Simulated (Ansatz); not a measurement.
C3H11BSi can be A, `B[SiH](C)CC`, or B, `CCB(C)[SiH3]`.

Program: Ansatz. Geometries: PBE0-D4/def2-TZVP. ΔE: electronic, gas phase. CBS: MP2 limit from def2 TZ/QZ plus the TZ coupled-cluster correction, frozen cores. Functionals use def2-TZVPP. B3LYP here is the variant with VWN-RPA as its local correlation; programs differ in this. One conformer a species, not always the lowest.

A:

```xyz
16

B    -1.418    1.614   -0.178
Si    0.284    0.605    0.169
C     0.992    0.915    1.882
C     0.165   -1.244   -0.178
C    -0.262   -1.576   -1.604
H    -2.265    1.218   -0.927
H    -1.611    2.688    0.319
H     1.219    1.200   -0.848
H     0.334    0.514    2.657
H     1.110    1.986    2.066
H     1.970    0.441    1.995
H     1.139   -1.694    0.043
H    -0.536   -1.685    0.541
H    -1.240   -1.147   -1.838
H    -0.329   -2.655   -1.766
H     0.449   -1.178   -2.333
```

B:

Z-matrix (Å, degrees):
```
C
C 1 1.541
H 1 1.093 2 111.6
H 1 1.093 2 111.6 3 -120.5
H 1 1.092 2 110.8 3 119.8
B 2 1.567 1 105.9 3 59.6
H 2 1.094 1 108.6 3 -177.9
H 2 1.096 1 108.8 3 -60.8
Si 6 2.030 2 118.4 1 90.0
C 6 1.560 2 120.3 1 -90.3
H 9 1.495 6 108.1 2 83.6
H 9 1.493 6 112.0 2 -33.5
H 9 1.491 6 114.8 2 -156.9
H 10 1.094 6 114.3 2 17.7
H 10 1.103 6 104.7 2 -98.2
H 10 1.092 6 115.3 2 146.5
```

(1) Which is lower in electronic energy at CCSD(T)/CBS, and by how much? (An estimate is asked.)

(2) Give E(B) − E(A) in kJ/mol with B2PLYP, PBE-D4, CCSD/def2-TZVPP, MP2/def2-TZVPP, r2SCAN-D4, ωB97M-V, B3LYP. (Estimate.)

Largest T1 diagnostic: 0.011.

## Answers

(1) Computed: B, by 24.6 kJ/mol.

(2) Computed: B2PLYP -26.6, PBE-D4 -34.1, CCSD/def2-TZVPP -24.6, MP2/def2-TZVPP -24.7, r2SCAN-D4 -30.9, ωB97M-V -26.0, B3LYP -28.5. None reverses the order clearly.

From PBE to PBE0 (25 % exact exchange), in def2-TZVPP and without D4, E(B) − E(A) moves by +3.2 kJ/mol. In def2-TZVPP, CCSD(T) changes the Hartree–Fock value by −6.2 kJ/mol (the triples alone add −1.2 kJ/mol) and MP2 by −5.1 kJ/mol.
